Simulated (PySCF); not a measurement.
Excitations are Tamm–Dancoff values on a coarser integration grid. The basis has no diffuse functions, so Rydberg states are missing or too high.

Cartesian coordinates (Å):
```xyz
4

I     -2.0977    -1.0372    -0.0868
Al    -0.0036     0.2349     0.1197
I      2.1240    -0.9915     0.2456
H     -0.0251     1.8033     0.1742
```
Charge 0, spin multiplicity 1.

Question: Predict the total energy, brightest of the four lowest singlets (TDA) and T1 excitation (TDA) from PySCF 2.14.0 with ωB97X-D3(BJ)/def2-TZVP // PBE0-D3(BJ)/def2-TZVP.

Answer: 
```yaml
total_energy: -22824.34 eV
brightest of the four lowest singlets (TDA): 6.06 eV
T1 excitation (TDA): 5.13 eV
```
